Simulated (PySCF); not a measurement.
The group X on SiH2(OH)-X is varied. Gas-phase values, no solvent. One relaxed conformer stands for each flexible species; it need not be the lowest. Strings in code marks are SMILES.

The numbers are results of PBE-D3(BJ)/def2-TZVP // PBE0-D4/def2-TZVP run with PySCF, not measurements. All candidates: neutral, multiplicity 1. Excitations are Tamm–Dancoff values on a coarser integration grid. The basis has no diffuse functions, so Rydberg states are missing or too high.

- HOMO–LUMO gap = 2.93 eV
- LUMO = -2.99 eV
- S1 excitation (TDA) = 3.27 eV

Say which member has these values.
A. `N#C[SiH2]O`
B. `C[SiH2]O` (C–Si–O–H torsion 70°)
C. `O=C[SiH2]O` (O–C–Si–O torsion 0°, C–Si–O–H torsion 0°)
D. `O[SiH2]S` (H–O–Si–S torsion -52°, O–Si–S–H torsion -65°)

C, `O=C[SiH2]O` (O–C–Si–O torsion 0°, C–Si–O–H torsion 0°). The others give `O[SiH2]S` (H–O–Si–S torsion -52°, O–Si–S–H torsion -65°): 5.85 eV, -0.60 eV, 6.08 eV; `N#C[SiH2]O`: 6.01 eV, -2.10 eV, 6.13 eV; `C[SiH2]O` (C–Si–O–H torsion 70°): 6.55 eV, -0.39 eV, 6.67 eV
